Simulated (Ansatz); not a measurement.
Si$_{2}$H$_{8}$Se, singlet: a trajectory.

Input (in.yaml):

```yaml
crystal:
  periodic: [false, false, false]
  atoms:
    - {symbol: Si, position_ang: [-1.496680, -0.427284, -0.146273]}
    - {symbol: Si, position_ang: [0.490251, -1.381834, 0.635521]}
    - {symbol: H, position_ang: [-2.552911, -1.478500, -0.144675]}
    - {symbol: H, position_ang: [-1.941139, 0.687082, 0.729571]}
    - {symbol: H, position_ang: [-1.338842, 0.069150, -1.538639]}
    - {symbol: H, position_ang: [1.891874, 2.512136, 0.302150]}
    - {symbol: Se, position_ang: [0.764836, 2.798352, -0.591700]}
    - {symbol: H, position_ang: [1.607963, -0.401804, 0.659554]}
    - {symbol: H, position_ang: [0.292537, -1.903981, 2.015298]}
    - {symbol: H, position_ang: [0.882844, -2.518904, -0.241530]}
    - {symbol: H, position_ang: [1.399166, 2.045689, -1.679179]}
basis:
  gaussian: {orbitals: def2-SVP}
hamiltonian: {xc: pbe0, dispersion: d4}
md: {n_steps: 30, timestep: 3, temperature: 500, ensemble: nvt_nose_hoover, seed: 310, initial_velocities: maxwell_boltzmann}
```

Launched with

```bash
ansatz run in.yaml --threads 4 --pin off --events-out ev --progress --plain --max-ram 9574MiB
```

The run's output (Ansatz 0.2.0):

```
Functional definition: PBE0
  name "PBE0"
  cite "Adamo & Barone, J. Chem. Phys. 110, 6158 (1999) doi:10.1063/1.478522"
  cite "Perdew, Burke & Ernzerhof, Phys. Rev. Lett. 77, 3865 (1996) doi:10.1103/PhysRevLett.77.3865"
  parent pbe
  parameter a = 0.25
  parameter kappa = 0.804
  parameter beta = 0.06672455060314922
  exchange = (1 - a)*pbe_x(kappa = kappa, mu = beta*pi^2/3) + a*exact_x
  correlation = pbe_c(beta = beta)
1126 factors; integrals over basis functions are off by at most 2.2e-4 eV
mean field evaluation 1: about -81206.6489 eV, gradient 1.0e1 eV
mean field evaluation 2: about -81206.9586 eV, gradient 3.5e0 eV
mean field evaluation 4: about -81207.0024 eV, gradient 3.3e-1 eV
mean field evaluation 8: about -81207.0053 eV, gradient 6.8e-4 eV
mean field -81207.00534703 eV, -2984.3024024180 hartree, gradient 3.2e-5 eV, S^2 0.000000; 0 other end points of the search recorded, 0 dependent functions left out
the calculation of the forces begins
reference -81207.00537693 eV, -2984.3024035169 hartree; 35, 35 occupied and 73, 73 virtual orbitals, 1126 factors
md step     0: t =     0.00 fs  T =   500.0 K  F+E_penalty+E_count = -81207.19360805 eV  E_kin = 0.581670 eV  conserved = -81206.61193806 eV  (21 SCF iters)
md step     1: t =     3.00 fs  T =   223.6 K  F+E_penalty+E_count = -81206.64061048 eV  E_kin = 0.260177 eV  conserved = -81206.38046559 eV  (27 SCF iters, 7 dispersion substeps)
md step     2: t =     6.00 fs  T =   346.2 K  F+E_penalty+E_count = -81206.89597579 eV  E_kin = 0.402691 eV  conserved = -81206.49364218 eV  (23 SCF iters, 7 dispersion substeps)
md step     3: t =     9.00 fs  T =   184.2 K  F+E_penalty+E_count = -81206.73885243 eV  E_kin = 0.214312 eV  conserved = -81206.52537925 eV  (25 SCF iters, 7 dispersion substeps)
md step     4: t =    12.00 fs  T =   246.1 K  F+E_penalty+E_count = -81206.84625237 eV  E_kin = 0.286267 eV  conserved = -81206.56150057 eV  (23 SCF iters, 7 dispersion substeps)
md step     5: t =    15.00 fs  T =   280.9 K  F+E_penalty+E_count = -81206.81304935 eV  E_kin = 0.326830 eV  conserved = -81206.48884359 eV  (26 SCF iters, 7 dispersion substeps)
md step     6: t =    18.00 fs  T =   186.1 K  F+E_penalty+E_count = -81206.64104113 eV  E_kin = 0.216475 eV  conserved = -81206.42839149 eV  (23 SCF iters, 7 dispersion substeps)
md step     7: t =    21.00 fs  T =   373.0 K  F+E_penalty+E_count = -81207.00515998 eV  E_kin = 0.433924 eV  conserved = -81206.57687042 eV  (26 SCF iters, 7 dispersion substeps)
md step     8: t =    24.00 fs  T =   142.4 K  F+E_penalty+E_count = -81206.28163829 eV  E_kin = 0.165683 eV  conserved = -81206.12341309 eV  (26 SCF iters, 7 dispersion substeps)
WARN: at step 9 the energy moved +592.8 meV off the work of the forces, which amounts to +208.458 K. Such steps counted: 1; another is reported when that count doubles or it is the largest. The electronic state may have changed, which in a crystal more k-points or another scf.occupations.width can prevent. At a collision, shorten md.timestep. If it recurs at most steps, use a smearing in place of tetrahedra, or tighten scf.convergence.dr2_threshold (accuracy in a Gaussian basis)
md step     9: t =    27.00 fs  T =   547.3 K  F+E_penalty+E_count = -81206.58571026 eV  E_kin = 0.636650 eV  conserved = -81205.95944797 eV  (45 SCF iters, 7 dispersion substeps)
md step    10: t =    30.00 fs  T =   131.2 K  F+E_penalty+E_count = -81206.01387166 eV  E_kin = 0.152610 eV  conserved = -81205.87456450 eV  (27 SCF iters, 7 dispersion substeps)
md step    11: t =    33.00 fs  T =   625.9 K  F+E_penalty+E_count = -81206.70194592 eV  E_kin = 0.728082 eV  conserved = -81205.99092130 eV  (23 SCF iters, 7 dispersion substeps)
md step    12: t =    36.00 fs  T =   255.2 K  F+E_penalty+E_count = -81206.29693547 eV  E_kin = 0.296936 eV  conserved = -81206.02138172 eV  (26 SCF iters, 7 dispersion substeps)
md step    13: t =    39.00 fs  T =   438.0 K  F+E_penalty+E_count = -81206.85086143 eV  E_kin = 0.509572 eV  conserved = -81206.36638500 eV  (26 SCF iters, 7 dispersion substeps)
md step    14: t =    42.00 fs  T =   249.4 K  F+E_penalty+E_count = -81206.58156271 eV  E_kin = 0.290126 eV  conserved = -81206.32037383 eV  (27 SCF iters, 7 dispersion substeps)
md step    15: t =    45.00 fs  T =   353.7 K  F+E_penalty+E_count = -81206.67588144 eV  E_kin = 0.411428 eV  conserved = -81206.29708897 eV  (26 SCF iters, 7 dispersion substeps)
md step    16: t =    48.00 fs  T =   270.3 K  F+E_penalty+E_count = -81206.67372199 eV  E_kin = 0.314426 eV  conserved = -81206.39599914 eV  (23 SCF iters, 7 dispersion substeps)
md step    17: t =    51.00 fs  T =   317.4 K  F+E_penalty+E_count = -81206.92434677 eV  E_kin = 0.369277 eV  conserved = -81206.59592001 eV  (26 SCF iters, 7 dispersion substeps)
md step    18: t =    54.00 fs  T =   228.2 K  F+E_penalty+E_count = -81206.75141738 eV  E_kin = 0.265476 eV  conserved = -81206.53089481 eV  (26 SCF iters, 7 dispersion substeps)
md step    19: t =    57.00 fs  T =   330.7 K  F+E_penalty+E_count = -81206.92392339 eV  E_kin = 0.384763 eV  conserved = -81206.58867136 eV  (23 SCF iters, 7 dispersion substeps)
md step    20: t =    60.00 fs  T =   145.9 K  F+E_penalty+E_count = -81206.62614373 eV  E_kin = 0.169680 eV  conserved = -81206.51007221 eV  (25 SCF iters, 7 dispersion substeps)
md step    21: t =    63.00 fs  T =   235.7 K  F+E_penalty+E_count = -81206.91120657 eV  E_kin = 0.274214 eV  conserved = -81206.69420079 eV  (26 SCF iters, 7 dispersion substeps)
md step    22: t =    66.00 fs  T =    86.2 K  F+E_penalty+E_count = -81206.62880767 eV  E_kin = 0.100265 eV  conserved = -81206.58897781 eV  (27 SCF iters, 7 dispersion substeps)
md step    23: t =    69.00 fs  T =   228.0 K  F+E_penalty+E_count = -81206.84184309 eV  E_kin = 0.265192 eV  conserved = -81206.64055212 eV  (23 SCF iters, 7 dispersion substeps)
md step    24: t =    72.00 fs  T =   199.8 K  F+E_penalty+E_count = -81206.81468506 eV  E_kin = 0.232485 eV  conserved = -81206.65108291 eV  (26 SCF iters, 7 dispersion substeps)
md step    25: t =    75.00 fs  T =   248.3 K  F+E_penalty+E_count = -81206.91008098 eV  E_kin = 0.288820 eV  conserved = -81206.69566580 eV  (23 SCF iters, 7 dispersion substeps)
md step    26: t =    78.00 fs  T =   248.3 K  F+E_penalty+E_count = -81206.85060406 eV  E_kin = 0.288872 eV  conserved = -81206.64253484 eV  (27 SCF iters, 7 dispersion substeps)
md step    27: t =    81.00 fs  T =   170.9 K  F+E_penalty+E_count = -81206.71894035 eV  E_kin = 0.198772 eV  conserved = -81206.60659602 eV  (23 SCF iters, 7 dispersion substeps)
md step    28: t =    84.00 fs  T =   315.7 K  F+E_penalty+E_count = -81206.98549296 eV  E_kin = 0.367306 eV  conserved = -81206.71144411 eV  (26 SCF iters, 7 dispersion substeps)
md step    29: t =    87.00 fs  T =   228.0 K  F+E_penalty+E_count = -81206.73897996 eV  E_kin = 0.265249 eV  conserved = -81206.57481167 eV  (26 SCF iters, 7 dispersion substeps)
md step    30: t =    90.00 fs  T =   373.3 K  F+E_penalty+E_count = -81206.99064000 eV  E_kin = 0.434245 eV  conserved = -81206.66634906 eV  (23 SCF iters, 7 dispersion substeps)
Total energy: -81206.99066974 eV, -2984.3018630378 hartree
Atom 0 at    -1.403603    -0.411726    -0.163903 Å, force    -0.408684     0.735072    -0.372216 eV/Å
Atom 1 at     0.435824    -1.510674     0.675694 Å, force     0.617910     0.082160     0.440345 eV/Å
Atom 2 at    -2.539221    -1.320818     0.001358 Å, force    -0.574897    -0.379914     0.186802 eV/Å
Atom 3 at    -1.758094     0.908098     0.488458 Å, force     0.219026    -0.367585     0.004975 eV/Å
Atom 4 at    -1.317608    -0.168697    -1.633753 Å, force     0.169432    -0.001968    -0.054434 eV/Å
Atom 5 at     1.955695     2.085287    -0.261990 Å, force     0.401583    -0.147056    -0.037858 eV/Å
Atom 6 at     0.751513     2.829881    -0.589099 Å, force     0.118094     0.778775    -1.449714 eV/Å
Atom 7 at     1.667447    -0.857355     0.098290 Å, force    -0.075268    -0.210000     0.135778 eV/Å
Atom 8 at     0.458746    -1.317994     2.184274 Å, force     0.043052    -0.155680    -0.400538 eV/Å
Atom 9 at     0.427740    -2.985611     0.345120 Å, force    -0.021114     0.326068     0.046702 eV/Å
Atom 10 at     1.313657     3.354073    -1.951078 Å, force    -0.489134    -0.659872     1.500158 eV/Å
Dipole moment:     0.211924     0.014794    -0.098976 e Å

[the SCF lines of later steps are left out]
```

The lines “mean field evaluation” count trial sets of orbitals through the whole run, from several starts and some on an approximate energy, so they need not fall steadily or lie above the final value.

Hardware: 4 CPU threads of an Arm Neoverse V1, shared host. Wall time about 47 s.


The run ended normally. The timestep is far too long for bond vibrations, so the integration is inaccurate or blows up, and the trajectory means little.